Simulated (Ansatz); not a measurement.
A nudged elastic band was laid between two geometries of CH8BInSi (12 atoms, charge 0, multiplicity 1).

These are results of Ansatz 0.2.0, RKS PBE0/def2-mTZVP, not measurements.

```
movable images  : 5
climbing image  : yes
spring          : 0.1 eV/Å²
optimiser       : quadratic models (default)
start path      : through a guess of the saddle point
force threshold : 0.05 eV/Å
iteration limit : 60
end points      : relaxed
```

Initial state:

```xyz
12
Properties=species:S:1:pos:R:3
Si -0.888 1.454 -0.083
B -0.978 -0.541 -0.411
C 0.204 -1.176 -1.050
In 1.218 -0.625 0.970
H 0.340 1.613 0.834
H -0.532 2.308 -1.253
H -1.984 2.102 0.688
H -1.827 -1.200 0.118
H 0.895 -0.634 -1.696
H 0.253 -2.254 -1.209
H 0.550 -0.978 2.513
H 2.826 -0.124 0.614
```

Final state:

```xyz
12
Properties=species:S:1:pos:R:3
Si -0.838 1.480 -0.140
B -0.312 -0.204 -1.131
C -0.410 -1.485 -0.384
In 1.343 -0.563 0.837
H 0.140 1.517 1.049
H -0.628 2.795 -0.802
H -2.167 1.468 0.533
H 0.285 -0.131 -2.167
H -1.094 -1.634 0.451
H -0.093 -2.429 -0.830
H 1.095 -0.983 2.486
H 2.755 0.116 0.132
```

(1) Which bonds break or form, and what moves?

(2) What energy profile does the band end with?

(3) What is the geometry of the highest image?

Results:

(1) No bond is made or broken.  The two ends are copies of one structure, up to a mirror image or an exchange of like atoms.

(2) The forces met the threshold. The highest image is number 3 of 0 to 6, 1.33 eV above the ends, which have the same energy within 2 meV. The profile has 3 maxima (images 1, 3, 5) with wells between them (images 2, 4): this band takes more than one step, which may be the mechanism or a detour left from its start path. Neighbouring images differ by up to 1.3 eV, so the band resolves the path poorly. Another band between the same ends (5 images) ends at a top of the same energy, where a vibrational analysis finds 1 clearly imaginary mode.

| image | path coordinate (Å) | energy (eV) |
| --- | --- | --- |
| 0 | 0.00 | 0.00 |
| 1 | 2.68 | 0.61 |
| 2 | 5.37 | 0.06 |
| 3 | 8.06 | 1.33 |
| 4 | 10.79 | 0.05 |
| 5 | 13.51 | 0.62 |
| 6 | 16.21 | 0.00 |

(3) 
```xyz
12
Properties=species:S:1:pos:R:3:forces:R:3
Si -0.686 1.521 0.173 0.00 0.00 0.00
B -0.615 -0.366 -0.687 0.00 0.00 0.00
C 0.015 -1.657 -0.796 0.00 0.00 0.00
In 1.267 -0.315 0.896 0.00 0.00 0.00
H 0.289 2.021 1.225 0.00 0.00 0.00
H -0.551 2.482 -0.949 0.00 0.00 0.00
H -2.018 1.620 0.819 0.00 0.00 0.00
H -1.578 -0.118 -1.364 0.00 0.00 0.00
H -0.411 -2.372 -1.497 0.00 0.00 0.00
H 0.879 -2.162 -0.327 0.00 0.00 0.00
H 0.791 -0.916 2.421 0.00 0.00 0.00
H 2.696 0.207 0.120 0.00 0.00 0.00
```

Run time: 5 min on 2 threads of AMD EPYC 9R45 96-Core Processor (Zen 5), with other jobs on the host, peak memory 0.34 GiB.
